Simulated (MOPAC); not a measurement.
Input for MOPAC: AM1 on FHMg (SMILES [F][MgH]), a point of a bond scan (R = 1.682 Å).

```
AM1 1SCF PRECISE CHARGE=0 THREADS=1
FHMg

Mg    -0.00000000 1    -0.00000000 1    -0.64398300 1
H      0.00000000 1     0.00000000 1    -2.32551962 1
F      0.00000000 1     0.00000000 1     1.11703507 1
```

The log:

```
*******************************************************************************
 **                                                                           **
 **                              MOPAC v23.2.5                                **
 **                                                                           **
 *******************************************************************************
 ** MOPAC's Digital Object Identifier: https://doi.org/10.5281/zenodo.6511958 **
 **                                                                           **
 ** Please cite the open-source release paper for use of this MOPAC version:  **
 ** J. E. Moussa and J. J. P. Stewart (2026)                                  **
 ** MOPAC: An open-source semiempirical molecular orbital program             **
 ** J. Open Source Softw., 11(119), 8025, https://doi.org/10.21105/joss.08025 **
 *******************************************************************************

                              AM1 CALCULATION RESULTS

 *******************************************************************************
 *  AM1        - The AM1 Hamiltonian to be used
 *
 *
 *
 *                 CHARGE ON SYSTEM = 0
 *
 *
 *
 *  PRECISE    - TIGHTER CRITERIA TO BE USED
 *  1SCF       - DO 1 SCF AND THEN STOP
 *  THREADS=1  - MULTI-THREADING NOT USED
 *  T=         - A TIME OF 172800.0 SECONDS REQUESTED
 *  DUMP=N     - RESTART FILE WRITTEN EVERY 7200.0 SECONDS REQUESTED
 *******************************************************************************
AM1 1SCF PRECISE CHARGE=0 THREADS=1
 FHMg

   ATOM   CHEMICAL          X               Y               Z
  NUMBER   SYMBOL      (ANGSTROMS)     (ANGSTROMS)     (ANGSTROMS)

     1      Mg         -0.00000000  *  -0.00000000  *  -0.64398300  *
     2       H          0.00000000  *   0.00000000  *  -2.32551962  *
     3       F          0.00000000  *   0.00000000  *   1.11703507  *



          CARTESIAN COORDINATES

    NO.       ATOM           X           Y           Z

     1        Mg         -0.0000     -0.0000     -0.6440
     2         H          0.0000      0.0000     -2.3255
     3         F          0.0000      0.0000      1.1170

  H: (AM1): M.J.S. DEWAR ET AL, J. AM. CHEM. SOC. 107 3902-3909 (1985)
  F: (AM1): M.J.S. DEWAR AND E. G. ZOEBISCH, THEOCHEM, 180, 1 (1988).
 Mg: (AM1): J. J. P. STEWART, J. MOL. MOD., 10, 155-164 (2004)

           Empirical Formula: H Mg F  =     3 atoms



      MOLECULAR POINT GROUP   :   C*v


      RHF CALCULATION, NO. OF DOUBLY OCCUPIED LEVELS = 5


 -------------------------------------------------------------------------------
 AM1 1SCF PRECISE CHARGE=0 THREADS=1
 FHMg



     1SCF WAS SPECIFIED, SO BFGS WAS NOT USED
     SCF FIELD WAS ACHIEVED


                              AM1 CALCULATION
                                                       MOPAC v23.2.5 Linux




          FINAL HEAT OF FORMATION =        -58.88608 KCAL/MOL =    -246.37937 KJ/MOL


          COSMO AREA              =         70.13 SQUARE ANGSTROMS
          COSMO VOLUME            =         50.58 CUBIC ANGSTROMS

          IONIZATION POTENTIAL    =         11.195130 EV
          HOMO LUMO ENERGIES (EV) =        -11.195  0.691
          NO. OF FILLED LEVELS    =          5
          MOLECULAR WEIGHT        =         44.3113         POINT GROUP:  C*v

          MOLECULAR DIMENSIONS (Angstroms)

            Atom       Atom       Distance
            F     3    H     2     3.44255
            F     3    H     2     0.00000
           Mg     1    H     2     0.00000


          SCF CALCULATIONS        =          1





   ATOM   CHEMICAL          X               Y               Z
  NUMBER   SYMBOL      (ANGSTROMS)     (ANGSTROMS)     (ANGSTROMS)

     1      Mg         -0.00000000  *  -0.00000000  *  -0.64398300  *
     2       H          0.00000000  *   0.00000000  *  -2.32551962  *
     3       F          0.00000000  *   0.00000000  *   1.11703507  *

                             CARTESIAN COORDINATES

   1   Mg       -0.000000000    -0.000000000    -0.643983000
   2    H        0.000000000     0.000000000    -2.325519620
   3    F        0.000000000     0.000000000     1.117035070


           Empirical Formula: H Mg F  =     3 atoms



      MOLECULAR POINT GROUP   :   C*v


                  EIGENVALUES
 -44.83863 -12.68753 -12.32574 -12.32574 -11.19513   0.69148   2.77008   2.77008
   6.39953


              NET ATOMIC CHARGES AND DIPOLE CONTRIBUTIONS

  ATOM NO.   TYPE          CHARGE      No. of ELECS.   s-Pop       p-Pop
    1         Mg           0.624317        1.3757     0.71254     0.66314
    2          H          -0.125521        1.1255     1.12552
    3          F          -0.498796        7.4988     1.87321     5.62559
 DIPOLE           X         Y         Z       TOTAL
 POINT-CHG.     0.000     0.000    -3.205     3.205
 HYBRID        -0.000    -0.000     2.045     2.045
 SUM           -0.000    -0.000    -1.161     1.161


          ATOMIC ORBITAL ELECTRON POPULATIONS

     Atom    s        px        py        pz
    1 Mg   0.71254   0.08980   0.08980   0.48354
    2  H   1.12552
    3  F   1.87321   1.91020   1.91020   1.80518

 **********************
 *                    *
 * JOB ENDED NORMALLY *
 *                    *
 **********************




 == MOPAC DONE ==
```

The run finished.

Cost: roughly 0.03 core-seconds.
